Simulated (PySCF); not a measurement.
B(H)(F)(NMe2) (C2H7BFN), SMILES CN(C)BF. Atoms are numbered in the order given.

```xyz
12

B      0.7410    -0.8337     0.0000
H      1.9469    -0.8681     0.0000
F      0.0592    -1.9903     0.0000
N      0.0517     0.3825     0.0000
C     -1.3972     0.4694     0.0000
C      0.7379     1.6585     0.0000
H     -1.7627     1.0115    -0.8914
H     -1.7627     1.0115     0.8914
H     -1.8343    -0.5370     0.0000
H      0.4717     2.2570     0.8909
H      0.4717     2.2570    -0.8909
H      1.8252     1.5037     0.0000
```

Coordinates come from a B3LYP-D3(BJ)/def2-SVP optimisation. The structure was generated by enumeration, and PubChem lists no compound with its InChIKey, so it may never have been made. Other conformers were not sampled.

Method: B3LYP/pcSseg-1 run with PySCF.

GIAO shieldings, no solvent; atoms listed in one row are averaged. δ = σ(ref) − σ: ¹¹B against BF3 (σ = 86.3 ppm); ¹H against TMS (σ = 31.68 ppm); ¹⁹F against CFCl3 (σ = 161.7 ppm); ¹⁵N against NH3 (σ = 265.5 ppm); ¹³C against TMS (σ = 181.3 ppm), references at their B3LYP-D3(BJ)/def2-TZVP geometries, non-relativistic.

Question: Estimate the chemical shifts. (An estimate is asked for; the answer gives what the named calculation found.)

Answer: 
```
nucleus                      atoms  count  δ (ppm)
-------  -------------------------  -----  -------
¹¹B                             B1      1     15.1
¹H                              H2      1     4.50
¹H       H7, H8, H9, H10, H11, H12      6     3.01
¹⁹F                             F3      1   -118.0
¹⁵N                             N4      1    111.5
¹³C                             C6      1     42.6
¹³C                             C5      1     37.6
```
